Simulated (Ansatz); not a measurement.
`FC1=C[SiH]1[GaH2]` + H₂ → `FC1=C[SiH2]1` + `[GaH3]` at 500 K and 1 bar (hydrogenolysis of the Si–Ga bond).

Computed with Ansatz on PBE0-D4/def2-TZVP structures; ΔE is electronic, products minus reactants. CCSD(T)/CBS adds triple-zeta CCSD(T) − MP2 to the extrapolated MP2 energy (def2 sets, frozen cores). This one scheme is used for every species. For Ga outer-core shells are correlated without core-valence functions, which leaves a few kJ/mol of doubt a bond. Scalar relativity is left out up to krypton.

| species | CCSD(T)/CBS energy (Eh) | H − E (kJ/mol) | S (J/(mol·K)) |
| --- | --- | --- | --- |
| `FC1=C[SiH]1[GaH2]` | -2391.21861 | 166.4 | 429.9 |
| H₂ | -1.17544 | 41.0 | 145.5 |
| `FC1=C[SiH2]1` | -466.68690 | 136.0 | 328.8 |
| `[GaH3]` | -1925.70545 | 69.3 | 243.1 |

H − E and S are ideal-gas, rigid-rotor, harmonic terms from PBE0-D4/def2-TZVP, for one conformer and one mirror image of each species. For small species the MP2-based limit differs from directly extrapolated CCSD(T) by up to some mEh (0.8 for H₂); such offsets cancel only in part. 1 Eh = 2625.50 kJ/mol, R = 8.31446 J/(mol·K).

**Question.** By hand: ΔE, ΔH, ΔS and ΔG.

**Answer.** ΔE = (-466.68690) + (-1925.70545) − (-2391.21861) − (-1.17544) = 0.00170 Eh = 4.5 kJ/mol. Δ(H − E) = 136.0 + 69.3 − 166.4 − 41.0 = -2.1, so ΔH = 2.4 kJ/mol. ΔS = 328.8 + 243.1 − 429.9 − 145.5 = -3.5 J/(mol·K). ΔG = 2.4 − 500 × (-3.5)/1000 = 4.2 kJ/mol.

**Question.** By hand: the equilibrium constant, and the temperature at which ΔG would vanish if ΔH and ΔS stayed fixed.

**Answer.** log₁₀ K = −ΔG/(RT ln 10) = -0.4. ΔH and −TΔS have one sign here, so there is no such temperature. One of them is within its doubt of zero, so this could turn.

TΔS isn't small against ΔH here. The sign of ΔG lies within the doubt. A doubt of 5 kJ/mol in ΔE shifts log₁₀ K by 0.5 here. Other conformers and mirror images would add mixing entropy, several J/(mol·K) or more a flexible species. Modes under 60 cm⁻¹, often nearly free rotors, make the harmonic entropy too high. These are equilibria of isolated gas molecules and say nothing of rates. Largest T1 diagnostic: 0.015 (customary marks: 0.02 for closed shells, 0.045 for open ones).
